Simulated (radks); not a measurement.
The numbers below are computed, except where a source is named.
Problem. Ionisation ladder of lead, from Pb LXVII to Pb LXXXII. Each ion is in the ground configuration listed by NIST, and IE = E(next ion) - E(this ion), with E = 0 for the bare nucleus. Code: a radial shooting solver on a logarithmic mesh with Libxc functionals. Model: scalar-relativistic Kohn-Sham, exchange-only LDA, spin-polarised, spherical densities, point nucleus; open shells are filled with parallel spins first (spin-orbit coupling, left out, can overturn this in heavy ions).

| species | configuration | IE, Delta-SCF (eV) | -e(HOMO) (eV) | HOMO |
|---|---|---|---|---|
| Pb LXVII | [Ne] 3s2 3p4 | ? | 7735.2 | 3p down |
| Pb LXVIII | [Ne] 3s2 3p3 | ? | 7908.5 | 3p up |
| Pb LXIX | [Ne] 3s2 3p2 | 8115.2 | 8049.1 | 3p up |
| Pb LXX | [Ne] 3s2 3p1 | 8253.3 | 8188.4 | 3p up |
| Pb LXXI | [Ne] 3s2 | 9023.0 | 8964.4 | 3s |
| Pb LXXII | [Ne] 3s1 | 9175.9 | 9116.6 | 3s up |
| Pb LXXIII | [Ne] | ? | 20048 | 2p |
| Pb LXXIV | [He] 2s2 2p5 | 20598 | 20422 | 2p down |
| Pb LXXV | [He] 2s2 2p4 | ? | 20792 | 2p down |
| Pb LXXVI | [He] 2s2 2p3 | 21459 | 21275 | 2p up |
| Pb LXXVII | [He] 2s2 2p2 | 21842 | 21659 | 2p up |
| Pb LXXVIII | [He] 2s2 2p1 | 22217 | 22039 | 2p up |
| Pb LXXIX | [He] 2s2 | 24604 | 24463 | 2s |
| Pb LXXX | [He] 2s1 | 24989 | 24844 | 2s up |
| Pb LXXXI | [He] | 99842 | 99266 | 1s |
| Pb LXXXII | 1s1 | 101471 | 100890 | 1s up |

Estimate the withheld Delta-SCF values.

Solution. Pb LXVII: 7797.9 eV (NIST 7650); Pb LXVIII: 7974.9 eV (NIST 7790); Pb LXXIII: 20226 eV (NIST 19590); Pb LXXV: 20963 eV (NIST 20380).
